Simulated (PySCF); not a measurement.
CH4SSi, SMILES [Si](S)C (connectivity only; charge and spin as stated), neutral, multiplicity 1. Geometry: ωB97X-D3(BJ)/def2-TZVP. Other conformers were not sampled.

PySCF 2.14.0 with TDA-ωB97X/def2-SVPD puts the lowest singlet excitations at 3.36, 5.56, 5.76, 6.31, 6.42, 6.96 eV.

Q: What are the lowest excitation roots from ADC(2)/aug-cc-pVDZ (PySCF 2.14.0)? (The exact figures need the calculation; the answer reports its results.)

A: 3.30, 5.12, 5.64, 5.81, 5.82, 6.17 eV. S1 differs by -0.06 eV (second minus first; roots are paired by order, and the bases may differ).
